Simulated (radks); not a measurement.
The mean radii <r> (bohr) of the occupied orbitals of an atom or ion are listed with their occupations. All-electron calculation, scalar-relativistic Kohn-Sham, r2SCAN, spin-unpolarised, spherical densities, finite nucleus; meta-GGA in the generalised Kohn-Sham scheme; Fermi nuclear charge, rms radius of each element as measured or else 0.836 A^(1/3) + 0.57 fm. Program: a radial shooting solver on a logarithmic mesh with Libxc functionals.

orbital  occ.      <r>
1s          2  0.03429
2s          2   0.1495
2p          6   0.1304
3s          2   0.4144
3p          6   0.4157
3d         10   0.3990
4s          2    1.062
4p          6    1.175
4d          5    1.666
5s          1    3.046

Name the element and its charge.

Answer. Z = 43, technetium, charge +1: Tc+ in [Kr] 4d5 5s1. The 1s radius gives Z: for a bare nucleus <r> = (2 gamma + 1)/(2Z) with gamma = sqrt(1 - (Z/c)^2), 0.03371 bohr for Z = 43, and screening makes it slightly larger (0.03429 here). The occupations add up to 42, and the charge is Z minus that.
